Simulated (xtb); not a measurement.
Input for xtb: GFN2-xTB on LaF, 2S+1 = 1, a spin state set in the input, which need not be the lowest, a point of a bond scan (R = 2.182 Å).

```
$ xtb mol.xyz --gfn 2 --sp --chrg 0 --uhf 0
2

La     0.00000000     0.00000000     0.00000000
F      0.00000000     0.00000000     2.18195700
```

### Question
Give the final energy of this run.

### Answer
-6.0280 hartree.
